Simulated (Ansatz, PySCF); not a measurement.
C4H4, SMILES C=C=C=C. Atoms are numbered in the order given.

```xyz
8

C      1.9066    -0.3118     0.3270
C      0.6205    -0.1036     0.1122
C     -0.6207     0.0974    -0.0950
C     -1.9067     0.3056    -0.3098
H      2.5802    -0.6096    -0.4845
H      2.3454    -0.1941     1.3242
H     -2.3455     0.1879    -1.3070
H     -2.5803     0.6034     0.5017
```

Geometry: B3LYP-D3(BJ)/def2-SVP.

Two levels are set side by side: PBE-D3(BJ)/def2-SVP (Ansatz, a program for electronic structure) and B3LYP-D3(BJ)/def2-SVP (PySCF). Each level has its own optimised geometry; the coordinates shown are those of the second. Frequencies come from the Hessian of PySCF at each geometry. Differences are taken from unrounded values.

```
quantity                            B3LYP-D3(BJ)  PBE-D3(BJ)  PBE-D3(BJ) minus B3LYP-D3(BJ)
----------------------------------  ------------  ----------  -----------------------------
mean bond length (Å)                       1.185       1.193                          0.008
bond C1–C2 (Å)                             1.320       1.329                          0.008
bond C2–C3 (Å)                             1.274       1.281                          0.007
bond C3–C4 (Å)                             1.320       1.329                          0.008
bond C1–H5 (Å)                             1.096       1.104                          0.008
bond C1–H6 (Å)                             1.096       1.104                          0.008
bond C4–H7 (Å)                             1.096       1.104                          0.008
bond C4–H8 (Å)                             1.096       1.104                          0.008
highest harmonic wavenumber (cm⁻¹)          3203        3138                            -65
mean harmonic wavenumber (cm⁻¹)             1458        1417                            -41
zero-point energy (kcal/mol)               37.51       36.46                          -1.05
```

Exact exchange shortens and stiffens bonds; PBE has none. Differences between two approximate levels are no errors against the true value.
